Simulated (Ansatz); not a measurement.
Cost and result for the atomization energy of AlH$_{8}$NOSi$_{2}$ (`[NH2][AlH][O][SiH2][SiH3]`) (13 atoms, 12 bonds).

| atom | x (Å) | y (Å) | z (Å) |
| --- | --- | --- | --- |
| N1 | -1.094 | -0.298 | 2.175 |
| Al2 | -0.330 | -1.655 | 1.354 |
| O3 | 0.243 | -1.428 | -0.220 |
| Si4 | 0.568 | -0.561 | -1.558 |
| Si5 | 0.516 | 1.739 | -1.085 |
| H6 | -1.245 | 0.616 | 1.780 |
| H7 | -1.450 | -0.335 | 3.117 |
| H8 | -0.170 | -3.054 | 2.053 |
| H9 | -0.434 | -0.863 | -2.620 |
| H10 | 1.911 | -0.928 | -2.089 |
| H11 | -0.795 | 2.106 | -0.474 |
| H12 | 1.584 | 2.110 | -0.115 |
| H13 | 0.696 | 2.553 | -2.319 |

Total charge 0; spin multiplicity 1. The geometry is a stationary point of PBE0-D4/def2-TZVP. It is one conformer, not always the lowest. Program: Ansatz. All runs use 4 threads of an Arm Neoverse V1 on a shared host. Times are those of one run each, without the atoms' runs, and a repeat can differ threefold. Electronic energies, without spin–orbit coupling; frozen cores. CCSD(T)/CBS adds CCSD(T) − MP2 in def2-TZVPP to the MP2 limit, and its time is that of the two runs behind it. T1 = 0.012. B3LYP takes the VWN-RPA correlation (the form of Gaussian; ORCA's B3LYP/G).

CCSD(T)/CBS is a level of theory with its own doubt, some kJ/mol a heavy atom from the limit and from the frozen cores, so smaller differences don't rank the functionals.

```json
{"level": "PBE-D4/def2-TZVPP (with forces)", "functions": "300", "wall time": "3.5 s"}
{"level": "PBE0-D4/def2-TZVPP", "functions": "300", "wall time": "4.5 s"}
{"level": "r2SCAN-D4/def2-TZVPP (with forces)", "functions": "300", "wall time": "7 s"}
{"level": "B3LYP-D4/def2-TZVPP (with forces)", "functions": "300", "wall time": "7 s"}
{"level": "B2PLYP/def2-TZVPP", "functions": "300", "wall time": "8 s"}
{"level": "ωB97X-V/def2-TZVPP", "functions": "300", "wall time": "12 s"}
{"level": "ωB97M-V/def2-TZVPP (with forces)", "functions": "300", "wall time": "17 s"}
{"level": "MP2/def2-QZVPP", "functions": "564", "wall time": "33 s"}
{"level": "CCSD(T)/def2-TZVPP", "functions": "300", "wall time": "4.4 min"}
{"level": "CCSD(T)/CBS(def2)", "functions": "–", "wall time": "5 min"}
```

(1) What atomization energy does each give, and how far from CCSD(T)/CBS? (Estimate.)

Answers

(1) The calculation gave: 
| level | atomization (kcal/mol) | difference from CCSD(T)/CBS | per bond |
| --- | --- | --- | --- |
| PBE-D4/def2-TZVPP (with forces) | 1012.5 | -9.7 | -0.8 |
| PBE0-D4/def2-TZVPP | 1002.0 | -20.2 | -1.7 |
| r2SCAN-D4/def2-TZVPP (with forces) | 1016.5 | -5.7 | -0.5 |
| B3LYP-D4/def2-TZVPP (with forces) | 1018.3 | -3.9 | -0.3 |
| B2PLYP/def2-TZVPP | 1005.4 | -16.8 | -1.4 |
| ωB97X-V/def2-TZVPP | 1025.9 | 3.7 | 0.3 |
| ωB97M-V/def2-TZVPP (with forces) | 1020.0 | -2.2 | -0.2 |
| MP2/def2-QZVPP | 1015.5 | -6.7 | -0.6 |
| CCSD(T)/def2-TZVPP | 991.7 | -30.5 | -2.5 |
| CCSD(T)/CBS(def2) | 1022.2 | 0.0 | 0.0 |

The D4 term adds +11.3 kcal/mol with B3LYP and +6.1 kcal/mol with PBE0; it sums over pairs of atoms, weighted by their polarisabilities, and B3LYP, whose exchange is more repulsive, gets the larger term. From PBE to PBE0 (25 % exact exchange), in def2-TZVPP and without D4, the atomization energy moves by −9.6 kcal/mol: exact exchange takes away binding that semilocal exchange gives to molecules. In def2-TZVPP, CCSD(T) changes the Hartree–Fock value by +242.5 kcal/mol (the triples alone add +11.3 kcal/mol) and MP2 by +247.8 kcal/mol; breaking electron pairs costs correlation energy, which Hartree–Fock lacks.
